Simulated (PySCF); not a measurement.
PySCF 2.14 output of an unrestricted PBE0 calculation on a single atom or ion in dyall-acv3z (15s9p4d2f, 76 functions), with the non-relativistic Hamiltonian (point nucleus):

```
SCF conv_tol = 1e-09
number electrons alpha = 3  beta = 1
    C. Adamo and V. Barone.,  J. Chem. Phys. 110, 6158 (1999)
    M. Ernzerhof and G. E. Scuseria.,  J. Chem. Phys. 110, 5029 (1999)
cycle= 1 E= -36.2679147383316  delta_E= -0.00179  |g|= 0.00648  |ddm|= 0.0417
cycle= 2 E= -36.2679213218078  delta_E= -6.58e-06  |g|= 0.000438  |ddm|= 0.00239
cycle= 3 E= -36.2679213821167  delta_E= -6.03e-08  |g|= 3.96e-05  |ddm|= 0.000297
cycle= 4 E= -36.2679213825445  delta_E= -4.28e-10  |g|= 1.81e-06  |ddm|= 2.49e-05
converged SCF energy = -36.2679213825445  <S^2> = 2.0000038  2S+1 = 3.0000025
```

The run itself started from symmetry-adapted Hartree-Fock orbitals and held the occupation by maximum overlap, on a logarithmic radial grid, so the iterations belong to that start.

Task: Which element, charge and spin multiplicity is this?

Result: C²⁺ (carbon, charge +2), multiplicity 3; the state was [He] 2s1 2p1, high-spin 3P determinant (an excited configuration).
